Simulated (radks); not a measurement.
These are the eigenvalues of the occupied orbitals of an atom or ion with whole-number occupations (eV). Calculated with a radial shooting solver on a logarithmic mesh with Libxc functionals: Dirac Kohn-Sham, LB94 model potential, spin-unpolarised, spherical densities, finite nucleus; Fermi nuclear charge, rms radius of each element as measured or else 0.836 A^(1/3) + 0.57 fm.

1s1/2: -89417.24
2s1/2: -21807.99
2p1/2: -21491.66

Which element is it, and in what charge state? The configuration may be excited. Open shells, if any, fill j = l - 1/2 first.

Answer. Z = 79, gold, charge +73: Au73+ in [He] 2s2 2p2. The list shows which subshells hold electrons but not how many an open one holds; the 1s level, -3286 hartree, gives Z - s = 81.1 by -(Z - s)^2/2, which with screening and relativity narrows Z to a few neighbours, and the depths of the outer levels then fix element, charge and occupations together.
